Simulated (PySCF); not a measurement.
## Radial density of Ru⁺ (ruthenium, charge +1)

TPSSh, [Kr] 4d6 5p1, one real determinant (an excited configuration). Calculation: PySCF 2.14, in def2-TZVPPD with the def2 core potential (28 electrons); a scalar-relativistic core potential. This is the valence pseudo-density: the core potential removes the inner electrons and smooths the orbitals near the nucleus.

| r (bohr) | 4πr²ρ (e/bohr) | 4πr²(ρα − ρβ) |
| --- | --- | --- |
| 0.0400 | 1.164e-05 | 0.0000 |
| 0.0673 | 5.193e-05 | 0.0000 |
| 0.113 | 0.0003386 | 0.0000 |
| 0.190 | 0.003866 | 0.0007 |
| 0.320 | 0.09491 | 0.0181 |
| 0.539 | 2.629 | 0.3712 |
| 0.906 | 13.35 | 2.4146 |
| 1.52 | 7.143 | 2.5404 |
| 2.56 | 1.250 | 0.8538 |
| 4.31 | 0.2670 | 0.2504 |
| 7.25 | 0.01402 | 0.0140 |
| 12.2 | 6.215e-05 | 0.0001 |

⟨L²⟩ = 8.02 against 12 for a pure F term, so this real determinant mixes terms. Energies and moments cover only the electrons outside the core potential.
